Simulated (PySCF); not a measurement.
C3H2ClN3O.
Z-matrix (Å and degrees, PBE/def2-SVP geometry), rows numbered from 1:
```
O 
C   1  1.3319
N   2  1.3483  1  117.59
C   3  1.3376  2  113.97  1   179.85
N   4  1.3415  3  126.04  2     0.13
C   5  1.3387  4  113.40  3    -0.01
Cl  6  1.7369  5  116.30  4   179.88
N   6  1.3299  5  127.25  4    -0.14
H   1  0.9816  2  105.64  3     0.05
H   4  1.1055  3  117.06  2  -179.87
```

The calculation used PySCF 2.14.0, PBE/def2-SVP geometry optimisation, gas phase.

Masses are those of the commonest isotopes; rigid-rotor values at the optimised geometry. The values belong to one conformer with, in the numbering `[OH:1][c:2]1[n:3][cH:4][n:5][c:6]([Cl:7])[n:8]1`, H–O1–C2–N3 0°.

Question: What are A, B and C (MHz)?

Answer: Ia = 131.01, Ib = 393.81, Ic = 524.83 u·Å²; 505379 MHz·u·Å²/I gives A = 3857, B = 1283, C = 962.9 MHz.

Question: Classify the top.

Answer: An asymmetric top. Ray's parameter κ = (2B − A − C)/(A − C) = -0.779; −1 is the prolate and +1 the oblate limit.

Question: What does the inertial defect say?

Answer: Planar: Δ = Ic − Ia − Ib = 0.00 u·Å². For a rigid frame Δ = −2 Σ m c², so it vanishes when all atoms lie in the ab plane; here none is more than 0.01 Å from it.

Question: Give the coordinates in the principal-axis frame, origin at the centre of mass.

Answer: The sense of each axis is arbitrary; atoms in the order of the calculation.
```
atom  mass (u)   a (Å)   b (Å)   c (Å)
  O1    15.995  -2.415  -1.374   0.001
  C2    12.000  -1.456  -0.450   0.000
  N3    14.003  -1.836   0.844  -0.002
  C4    12.000  -0.816   1.710   0.000
  N5    14.003   0.488   1.393   0.002
  C6    12.000   0.715   0.074   0.001
 Cl7    34.969   2.380  -0.420  -0.001
  N8    14.003  -0.192  -0.899   0.001
  H9     1.008  -3.261  -0.877  -0.001
 H10     1.008  -1.070   2.786   0.001
```

Question: Where do the levels up to J = 2 lie, in cm⁻¹?

Answer: Above 0(0,0):
J = 1: 1(0,1) 0.0749, 1(1,1) 0.1608, 1(1,0) 0.1715
J = 2: 2(0,2) 0.2238, 2(1,2) 0.3000, 2(1,1) 0.3320, 2(2,1) 0.5896, 2(2,0) 0.5906
Those of J = 1 are B + C, A + C and A + B.

Question: Which lines would a microwave search look for?

Answer: The dipole components are |μa| = 2.36 D, |μb| = 0.93 D, |μc| = 0.00 D; the mirror of this Cs structure is the ab plane, so μc vanishes by symmetry and there are no c-type lines. The squared components, which scale the intensities, stand as 1.00 : 0.16 (a : b). Some lines, for components of 0.1 D or more:

```tsv
type	branch	J(Ka,Kc)	MHz	lower level (cm⁻¹)
a	Q	1(1,0) ← 1(1,1)	320	0.161
a	Q	2(1,1) ← 2(1,2)	961	0.300
b	R	2(0,2) ← 1(1,1)	1890	0.161
a	R	1(0,1) ← 0(0,0)	2246	0.000
b	Q	1(1,0) ← 1(0,1)	2895	0.075
b	Q	2(1,1) ← 2(0,2)	3243	0.224
a	R	2(1,2) ← 1(1,1)	4172	0.161
a	R	2(0,2) ← 1(0,1)	4464	0.075
a	R	2(1,1) ← 1(1,0)	4813	0.171
b	R	1(1,1) ← 0(0,0)	4820	0.000
b	R	2(1,2) ← 1(0,1)	6746	0.075
b	Q	2(2,0) ← 2(1,1)	7751	0.332
b	Q	2(2,1) ← 2(1,2)	8684	0.300
b	R	2(2,1) ← 1(1,0)	12535	0.171
b	R	2(2,0) ← 1(1,1)	12884	0.161
```

Not checked by PBE/def2-SVP frequencies. Zero-point vibration and centrifugal distortion are left out. Quadrupole hyperfine structure (14N, 35Cl) is left out.

Hardware: Arm Neoverse V1, one thread, no GPU, shared host. Cost: 49 s, 0.60 GiB resident at most. That covers the optimisation of the geometry.
